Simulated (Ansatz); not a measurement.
Ideal-gas functions of CH$_{5}$NSSi, SMILES `[SiH3]/N=C\S` at 600 K and 1 bar, from an Ansatz frequency run at PBE0-D4/def2-TZVP.

Molar mass 91.21 g/mol, point group Cs (symmetry number 1), electronic degeneracy 1, moments of inertia 41.554, 228.423, 264.017 u Å². Harmonic wavenumbers (cm⁻¹, unscaled): 72, 152, 262, 423, 444, 637, 705, 717, 767, 922, 932, 943, 948, 973, 1389, 1750, 2162, 2245, 2246, 2695, 3051.

Use S(trans) = R[1.5 ln M + 2.5 ln T − 1.1517]; rotational temperatures θ = 24.2544 K / I; S(rot) = R[ln(√π/σ · √(T³/θAθBθC)) + 1.5]; for each mode x = 1.438777 ν̃/T, S = R[x/(eˣ − 1) − ln(1 − e⁻ˣ)] and H = RT x/(eˣ − 1); 1 cm⁻¹ = 0.0119627 kJ/mol; R = 8.31446 J/(mol·K).

Q: By hand: the entropy, in J/(mol·K).

A: Translation 179.7. Rotation: θ = 0.5837, 0.1062, 0.0919 K, giving 118.5. Vibration, mode by mode: 22.93, 16.75, 12.31, 8.54, 8.18, 5.56, 4.87, 4.76, 4.33, 3.23, 3.17, 3.10, 3.07, 2.93, 1.33, 0.66, 0.29, 0.24, 0.24, 0.10, 0.05, in all 106.6. Electronic 0.0. Sum 404.8 J/(mol·K).

Q: By hand: H − E and G − E in kJ/mol, counted from the electronic energy.

A: Zero-point energy ½ × 24435 × 0.0119627 = 146.2; thermal vibration 33.6; translation, rotation and pV give 4 RT = 20.0. H − E = 199.8 kJ/mol, and G − E = 199.8 − 600 × 404.8/1000 = -43.1 kJ/mol.

Vibration gives 26 % of the entropy, 22.9 J/(mol·K) of it from the mode under 150 cm⁻¹: soft modes count most, and the harmonic formula is weakest for them. The sum counts one conformer and one mirror image; others add a mixing term.
